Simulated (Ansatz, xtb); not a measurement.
Two isomers of C5H5FSe

We compare I, `Cc1[se]ccc1F`, a singlet, with II, `Cc1c[se]cc1F`, a singlet. Both are isolated molecules in the gas phase, relaxed with PBE-D3(BJ)/def2-SVP.

I (Å):

```json
{"atom": "C", "x (Å)": "0.6780", "y (Å)": "-1.1019", "z (Å)": "0.8859"}
{"atom": "C", "x (Å)": "0.5369", "y (Å)": "-1.4916", "z (Å)": "-0.5496"}
{"atom": "C", "x (Å)": "0.6572", "y (Å)": "-2.4525", "z (Å)": "-2.9861"}
{"atom": "C", "x (Å)": "-0.3516", "y (Å)": "-1.5412", "z (Å)": "-2.7865"}
{"atom": "C", "x (Å)": "-0.4008", "y (Å)": "-1.0281", "z (Å)": "-1.4500"}
{"atom": "F", "x (Å)": "-1.3356", "y (Å)": "-0.1232", "z (Å)": "-1.0938"}
{"atom": "Se", "x (Å)": "1.6562", "y (Å)": "-2.7334", "z (Å)": "-1.4243"}
{"atom": "H", "x (Å)": "0.5599", "y (Å)": "-1.9673", "z (Å)": "1.5712"}
{"atom": "H", "x (Å)": "1.6640", "y (Å)": "-0.6398", "z (Å)": "1.1022"}
{"atom": "H", "x (Å)": "-0.1058", "y (Å)": "-0.3611", "z (Å)": "1.1377"}
{"atom": "H", "x (Å)": "0.9060", "y (Å)": "-2.9865", "z (Å)": "-3.9109"}
{"atom": "H", "x (Å)": "-1.0619", "y (Å)": "-1.2232", "z (Å)": "-3.5622"}
```

II (Å):

```yaml
atoms:
  - { symbol: C, position_ang: [1.3037, -0.8360, 0.1513] }
  - { symbol: C, position_ang: [0.5429, -1.5326, -0.9395] }
  - { symbol: C, position_ang: [0.9134, -2.7039, -1.5652] }
  - { symbol: C, position_ang: [-1.3208, -1.7261, -2.4506] }
  - { symbol: C, position_ang: [-0.7003, -1.0149, -1.4519] }
  - { symbol: F, position_ang: [-1.2051, 0.1275, -0.9466] }
  - { symbol: Se, position_ang: [-0.3135, -3.2439, -2.8763] }
  - { symbol: H, position_ang: [1.5814, 0.1954, -0.1508] }
  - { symbol: H, position_ang: [0.6892, -0.7435, 1.0712] }
  - { symbol: H, position_ang: [2.2305, -1.3827, 0.4079] }
  - { symbol: H, position_ang: [1.8117, -3.3010, -1.3648] }
  - { symbol: H, position_ang: [-2.2634, -1.4804, -2.9515] }
```

Task: Estimate E(II) − E(I) at the level CCSD(T)/def2-SVP + ΔMP2/def2-TZVPP.

Result: CCSD(T)/def2-SVP + ΔMP2/def2-TZVPP gives E(II) − E(I) = −0.021 eV, slightly favouring structure II, which is too small a margin to settle the true order.

Level by level:

```csv
level,geometry,E(II) − E(I) (eV),departure from the last row (eV),"job, with rough time for the two"
GFN2-xTB,GFN2-xTB,−0.082,−0.061,"optimisation, 0.16 s"
HF/STO-3G,GFN2-xTB,−0.011,+0.010,"single point, 0.52 s"
r2SCAN-D4/def2-SVP,GFN2-xTB,−0.007,+0.014,"single point, 3.3 s"
PBE-D3(BJ)/def2-SVP,PBE-D3(BJ)/def2-SVP,−0.002,+0.019,"optimisation, 32 s"
HF/def2-SVP,PBE-D3(BJ)/def2-SVP,−0.016,+0.005,part of the CCSD(T) run
MP2/def2-SVP,PBE-D3(BJ)/def2-SVP,−0.007,+0.013,part of the CCSD(T) run
CCSD(T)/def2-SVP,PBE-D3(BJ)/def2-SVP,−0.012,+0.009,single point
CCSD(T)/def2-SVP + ΔMP2/def2-TZVPP,PBE-D3(BJ)/def2-SVP,−0.021,,"single point, 61 s"
```

As drawn, both hold the same kinds of bond in the same numbers.

The largest departure from CCSD(T)/def2-SVP + ΔMP2/def2-TZVPP is that of GFN2-xTB, 0.061 eV. The last row adds to CCSD(T) the change of the MP2 difference between the two basis sets, here −0.009 eV.

With thermal terms from frequencies at re-optimised GFN2-xTB minima (ideal gas, soft modes damped towards free rotors, one conformer each, 298.15 K, 1 atm): on the last row, ΔE + ΔZPE = −0.020, ΔH = −0.023, ΔG = −0.017 eV.

The correlated steps freeze 15 core orbitals; the filled d shell of Se is correlated, in a basis made for valence electrons. Programs: Ansatz 0.2.0, xtb 6.7.1; the last row on 2 threads of Intel(R) Xeon(R) 6975P-C (Granite Rapids) on a shared host.
